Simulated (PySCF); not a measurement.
Run times: samarium in even-tempered 19s14p8d5f4g

Measured wall times of calculations with PySCF 2.14 in an uncontracted even-tempered set (19 s from 2.3 bohr⁻², ratio 2.5; 14 p from 3 bohr⁻², ratio 2.5; 8 d from 5.4 bohr⁻², ratio 2.5; 5 f from 16 bohr⁻², ratio 2.7; 4 g from 25 bohr⁻², ratio 2.7), with the spin-free X2C one-electron Hamiltonian (Gaussian nucleus), run from one Python driver. Hardware: 2 threads of Neoverse-V1 on a shared host, 2.6 GiB allowed. The two-electron integrals over 172 functions were computed once and kept in memory (8 CPU seconds with the set-up); the times below exclude them. Kohn-Sham runs start from converged Hartree-Fock orbitals.

Launch command (the driver calls PySCF for each step listed in the task file):

```bash
OMP_NUM_THREADS=2 python atomrun2.py TASK.json OUT
```

| species | step | iterations | wall time (s) |
| --- | --- | --- | --- |
| Sm³¹⁺ [Ar] 3d10 4s2 4p1 | UHF with spin-orbit constants | 5 | 16 |
| Sm³¹⁺ [Ar] 3d10 4s2 4p1 | LDA | 5 | 1.3 |
| Sm³¹⁺ [Ar] 3d10 4s2 4p1 | PBE | 5 | 1.7 |
| Sm³¹⁺ [Ar] 3d10 4s2 4p1 | PBE0 | 5 | 4.8 |
| Sm³¹⁺ [Ar] 3d10 4s2 4p1 | r2SCAN | 5 | 4.3 |
| Sm³¹⁺ [Ar] 3d10 4s2 4p1 | M06-2X | 5 | 7.6 |
| Sm³¹⁺ [Ar] 3d10 4s2 4p1 | r2SCANh | 5 | 7.7 |
| Sm³¹⁺ [Ar] 3d10 4s2 4p1 | MP2 (21 electrons) |  | 9.8 |

Peak memory of the process: 1.3 GiB. Times on a shared host vary from run to run.
